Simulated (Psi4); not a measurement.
F (SMILES [F-]), charge -1, singlet (a gas-phase anion, which may not be bound at this level); CCSD/6-31G (Psi4 1.11).

Psi4 was given this input:
```
memory 2 GB

molecule {
-1 1
F     0.00000000    0.00000000    0.00000000
}

set {
  basis 6-31g
}

energy('ccsd')
print_variables()
```

Q: Predict the main parts of the log of this Psi4 run.

A: 
```
   => Loading Basis Set <=

    Name: 6-31G
    Role: ORBITAL
    Keyword: BASIS

         ---------------------------------------------------------
                                   SCF
               by Justin Turney, Rob Parrish, Andy Simmonett
                          and Daniel G. A. Smith
                              RHF Reference
         ---------------------------------------------------------

  ==> Geometry <==

    Molecular point group: d2h
    Geometry (in Angstrom), charge = -1, multiplicity = 1:

       Center              X                  Y                   Z               Mass
    ------------   -----------------  -----------------  -----------------  -----------------
         F            0.000000000000     0.000000000000     0.000000000000    18.998403162730

  Running in d2h symmetry.

  Rotational constants: A = ************  B = ************  C = ************ [cm^-1]
  Rotational constants: A = ************  B = ************  C = ************ [MHz]
  Nuclear repulsion =    0.000000000000000

  Charge       = -1
  Multiplicity = 1
  Electrons    = 10
  Nalpha       = 5
  Nbeta        = 5

  ==> Algorithm <==

  SCF Algorithm Type is PK.
  DIIS enabled.
  MOM disabled.
  Fractional occupation disabled.
  Guess Type is CORE.
  Energy threshold   = 1.00e-08
  Density threshold  = 1.00e-08
  Integral threshold = 1.00e-12

  ==> Primary Basis <==

  Basis Set: 6-31G
    Blend: 6-31G
    Number of shells: 5
    Number of basis functions: 9
    Number of Cartesian functions: 9
    Spherical Harmonics?: false
    Max angular momentum: 1

  ==> Integral Setup <==

  Using in-core PK algorithm.
   Calculation information:
      Number of atoms:                   1
      Number of AO shells:               5
      Number of primitives:             14
      Number of atomic orbitals:         9
      Number of basis functions:         9

      Integral cutoff                 1.00e-12
      Number of threads:                 1

  Performing in-core PK
  Using 2070 doubles for integral storage.
  We computed 120 shell quartets total.
  Whereas there are 120 unique shell quartets.

  ==> DiskJK: Disk-Based J/K Matrices <==

    J tasked:                  Yes
    K tasked:                  Yes
    wK tasked:                  No
    Schwarz Cutoff:          1E-12

  Minimum eigenvalue in the overlap matrix is 2.3277361558E-01.
  Reciprocal condition number of the overlap matrix is 1.2488942850E-01.
    Using symmetric orthogonalization.

  ==> Pre-Iterations <==

  SCF Guess: Core (One-Electron) Hamiltonian.

   -------------------------------------------------------
    Irrep   Nso     Nmo     Nalpha   Nbeta   Ndocc  Nsocc
   -------------------------------------------------------
     Ag         3       3       2       2       2       0
     B1g        0       0       0       0       0       0
     B2g        0       0       0       0       0       0
     B3g        0       0       0       0       0       0
     Au         0       0       0       0       0       0
     B1u        2       2       1       1       1       0
     B2u        2       2       1       1       1       0
     B3u        2       2       1       1       1       0
   -------------------------------------------------------
    Total       9       9       5       5       5       0
   -------------------------------------------------------

  ==> Iterations <==

                        Total Energy        Delta E     RMS |[F,P]|

   @RHF iter   1:   -93.14795622376219   -9.31480e+01   6.14281e-01 ADIIS
   @RHF iter   2:   -97.70419354417730   -4.55624e+00   4.96065e-01 ADIIS
   @RHF iter   3:   -98.91886415983434   -1.21467e+00   2.56997e-01 ADIIS
   @RHF iter   4:   -99.24738680950959   -3.28523e-01   1.31120e-01 ADIIS
   @RHF iter   5:   -99.32160721800307   -7.42204e-02   6.84156e-02 DIIS/ADIIS
   @RHF iter   6:   -99.34750535251574   -2.58981e-02   2.10993e-02 DIIS/ADIIS
[...]
  @RHF Final Energy:   -99.35018059763192
    Total Energy =                        -99.3501805976319190
[...]

            **************************
            *                        *
            *        CCENERGY        *
            *                        *
            **************************

    Nuclear Rep. energy (wfn)     =    0.000000000000000
    SCF energy          (wfn)     =  -99.350180597631919
    Reference energy    (file100) =  -99.350180597631891

    Input parameters:
    -----------------
    Wave function   =     CCSD
    Reference wfn   =     RHF
    Brueckner       =     No
    Maxiter         =     50
    R_Convergence   =     1.0e-07
    E_Convergence   =     1.0e-06
    Restart         =     Yes
    DIIS            =     Yes
    AO Basis        =     NONE
    ABCD            =     NEW
    Cache Level     =     2
    Cache Type      =     LOW
    Print Level     =     1
    Num. of threads =     1
    # Amps to Print =     10
    Print MP2 Amps? =     No
    Analyze T2 Amps =     No
    Print Pair Ener =     No
    Local CC        =     No
    SCS-MP2         =     False
    SCSN-MP2        =     False
    SCS-CCSD        =     False

MP2 correlation energy -0.1225047612101197
                Solving CC Amplitude Equations
                ------------------------------
  Iter             Energy              RMS        T1Diag      D1Diag    New D1Diag    D2Diag
  ----     ---------------------    ---------   ----------  ----------  ----------   --------
     0        -0.122504761210120    0.000e+00    0.000000    0.000000    0.000000    0.074862
     1        -0.121584738651687    1.444e-02    0.001905    0.003421    0.003421    0.077211
     2        -0.123350186188513    5.143e-03    0.001824    0.003853    0.003853    0.079694
     3        -0.123576708177017    1.045e-03    0.001902    0.004043    0.004043    0.080242
     4        -0.123587124783727    1.343e-04    0.001896    0.004032    0.004032    0.080288
     5        -0.123589170952137    1.227e-05    0.001896    0.004030    0.004030    0.080293
     6        -0.123588928467852    1.658e-06    0.001896    0.004030    0.004030    0.080292
     7        -0.123588937582937    1.191e-07    0.001896    0.004030    0.004030    0.080292
     8        -0.123588937330609    6.225e-09    0.001896    0.004030    0.004030    0.080292

    Iterations converged.

    Largest TIA Amplitudes:
              1   0        -0.0040269006
              2   1        -0.0025626322
              3   2        -0.0025626322
              4   3        -0.0025626322
              0   0        -0.0001483505

    Largest TIjAb Amplitudes:
      2   2   1   1        -0.0497891192
      3   3   2   2        -0.0497891192
      4   4   3   3        -0.0497891192
      3   4   2   3        -0.0350430441
      4   3   3   2        -0.0350430441
      2   4   1   3        -0.0350430441
      4   2   3   1        -0.0350430441
      2   3   1   2        -0.0350430441
      3   2   2   1        -0.0350430441
      1   2   0   1        -0.0285869008

    SCF energy       (wfn)                    =  -99.350180597631919
    Reference energy (file100)                =  -99.350180597631891

    Opposite-spin MP2 correlation energy      =   -0.089569943827811
    Same-spin MP2 correlation energy          =   -0.032934817382309
    Singles MP2 correlation energy            =   -0.000000000000000
    MP2 correlation energy                    =   -0.122504761210120
      * MP2 total energy                      =  -99.472685358842014

    Opposite-spin CCSD correlation energy     =   -0.096340851444712
    Same-spin CCSD correlation energy         =   -0.027248085885897
    Singles CCSD correlation energy           =    0.000000000000000
    CCSD correlation energy                   =   -0.123588937330609
      * CCSD total energy                     =  -99.473769534962500

  Variable Map:
  ----------------------------------------------------------------------------
[...]
  Array Variable Map:
  ----------------------------------------------------------------------------
[...]
[...]
```
